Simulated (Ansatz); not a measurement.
Consider the ligand exchange at the Sb–C bond: `[CH3][SbH][SiH3]` + CH₃OH → `C[O][SbH][SiH3]` + CH₄.

Computed with Ansatz on PBE0-D4/def2-TZVP structures; ΔE is electronic, products minus reactants. CCSD(T)/CBS is the MP2 limit (def2-TZVPP, def2-QZVPP) plus CCSD(T) − MP2 in def2-TZVPP, frozen cores. This one scheme is used for every species. DFT in def2-TZVPP. HSE06 is defined as in plane-wave codes. def2 core potentials past Kr. For Sb outer-core shells are correlated without core-valence functions, which leaves a few kJ/mol of doubt a bond. One conformer a species, not always the lowest.

```
        level  ΔE (kcal/mol)  difference from CCSD(T)/CBS
  LDA (SPW92)           -4.6                          0.2
    revPBE-D4           -5.9                         -1.1
     HSE06-D4           -3.9                          0.9
     BHLYP-D4           -6.1                         -1.3
      ωB97M-V           -5.1                         -0.3
       B2PLYP           -6.2                         -1.4
       revPBE           -5.5                         -0.7
    CAM-B3LYP           -6.7                         -1.9
  HF/def2-SVP           -3.4                          1.4
MP2/CBS(def2)           -4.5                          0.3
  CCSD(T)/CBS           -4.8                            0
```

(1) What do rigid-rotor, harmonic-oscillator terms from PBE0-D4/def2-TZVP frequencies (298.15 K, 1 bar) make of the CCSD(T)/CBS value? (Estimate.)

Largest T1 diagnostic among the species: 0.014.

Results:

(1) Ansatz gave: ΔZPE = -1.1 kcal/mol, ΔH = -5.4 kcal/mol, ΔS = -17 J/(mol·K), ΔG = -4.2 kcal/mol. Modes under 50 cm⁻¹ make the entropy rough.

From r2SCAN to r2SCAN0 (25 % exact exchange), in def2-TZVPP and without D4, ΔE moves by +1.9 kcal/mol. In def2-TZVPP, CCSD(T) changes the Hartree–Fock value by +1.1 kcal/mol (the triples alone add −0.3 kcal/mol) and MP2 by +1.5 kcal/mol. Leaving LDA and LC-ωPBE aside and taking each functional with its dispersion term where it has one, the values, not all of them listed here, spread over 5.6 kcal/mol, from B97M-V to PBE-QIDH. LDA lies +0.9 kcal/mol from PBE without D4.
